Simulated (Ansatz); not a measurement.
`O=C=[N][AlH][Cl]` + `F[SiH3]` → `F[SiH2][AlH][Cl]` + `N=C=O` at 700 K and 1 bar (formal exchange of groups at the Al–N bond).

Program: Ansatz. Geometries: PBE0-D4/def2-TZVP. ΔE: electronic, gas phase. CBS: MP2 limit from def2 TZ/QZ plus the TZ coupled-cluster correction, frozen cores. This one scheme is used for every species. Each species was taken in one conformer, which may not be the lowest.

```csv
species,CCSD(T)/CBS energy (Eh),H − E (kJ/mol),S (J/(mol·K))
`O=C=[N][AlH][Cl]`,-870.43852,117.0,424.5
`F[SiH3]`,-390.72345,108.4,291.4
`F[SiH2][AlH][Cl]`,-1092.58214,140.2,449.0
`N=C=O`,-168.51995,89.3,283.6
```

H − E and S are ideal-gas, rigid-rotor, harmonic terms from PBE0-D4/def2-TZVP, for one conformer and one mirror image of each species. 1 Eh = 2625.50 kJ/mol, R = 8.31446 J/(mol·K).

Q: By hand: ΔE, ΔH, ΔS and ΔG.

A: ΔE = (-1092.58214) + (-168.51995) − (-870.43852) − (-390.72345) = 0.05988 Eh = 157.2 kJ/mol. Δ(H − E) = 140.2 + 89.3 − 117.0 − 108.4 = 4.1, so ΔH = 161.3 kJ/mol. ΔS = 449.0 + 283.6 − 424.5 − 291.4 = 16.7 J/(mol·K). ΔG = 161.3 − 700 × (16.7)/1000 = 149.6 kJ/mol.

Q: By hand: the equilibrium constant, and the temperature at which ΔG would vanish if ΔH and ΔS stayed fixed.

A: log₁₀ K = −ΔG/(RT ln 10) = -11.2. ΔG = 0 at ΔH/ΔS = 9659 K, far beyond where these terms or the molecules hold.

ΔH outweighs TΔS. A doubt of 5 kJ/mol in ΔE shifts log₁₀ K by 0.4 here. Other conformers and mirror images would add mixing entropy, several J/(mol·K) or more a flexible species. Modes under 60 cm⁻¹, often nearly free rotors, make the harmonic entropy too high. These are equilibria of isolated gas molecules and say nothing of rates. Largest T1 diagnostic: 0.018 (customary marks: 0.02 for closed shells, 0.045 for open ones).
